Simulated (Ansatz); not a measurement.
`CO[Si]OC` and `CO[Si]Br` differ in one atom or group.

Ansatz, PBE0-D4/def2-TZVP geometries, multiplicity 1. Each molecule was computed in one conformer, which needn't be the lowest.

Scalar relativity is left out up to krypton.

| property | `CO[Si]OC` |
| --- | --- |
| HOMO–LUMO gap (PBE/def2-TZVPP) / eV | 4.15 |
| HOMO–LUMO gap (ωB97M-V/def2-TZVPP) / eV | 10.16 |
| size of the dipole moment (PBE/def2-TZVPP) / D | 3.03 |
| HOMO–LUMO gap (PBE0/def2-TZVPP) / eV | 6.06 |
| HOMO energy (PBE0/def2-TZVPP) / eV | -6.93 |
| ideal-gas entropy at 298 K and 1 bar (rigid rotor, harmonic PBE0-D4/def2-TZVP) / J/(mol·K) | 353 |

What does the change do to each property? (Best estimate.)

Computed: 
```tsv
property	`CO[Si]Br`	shift
HOMO–LUMO gap (PBE/def2-TZVPP) / eV	3.49	-0.66
HOMO–LUMO gap (ωB97M-V/def2-TZVPP) / eV	9.35	-0.81
size of the dipole moment (PBE/def2-TZVPP) / D	1.96	-1.07
HOMO–LUMO gap (PBE0/def2-TZVPP) / eV	5.32	-0.74
HOMO energy (PBE0/def2-TZVPP) / eV	-7.32	-0.39
ideal-gas entropy at 298 K and 1 bar (rigid rotor, harmonic PBE0-D4/def2-TZVP) / J/(mol·K)	334	-19
```

With PBE0 the HOMO falls by 0.39 eV and the LUMO falls by 1.12 eV, so the gap narrows by about 0.73 eV. PBE moves the HOMO by -0.40 eV and ωB97M-V by -0.28 eV. The zero-point energy changes by -107.7 kJ/mol with -12 modes. Dipoles are sizes alone; their direction can turn.

Spin–orbit coupling is left out; it splits and shifts lone-pair levels of the heavy atoms by tenths of an eV.
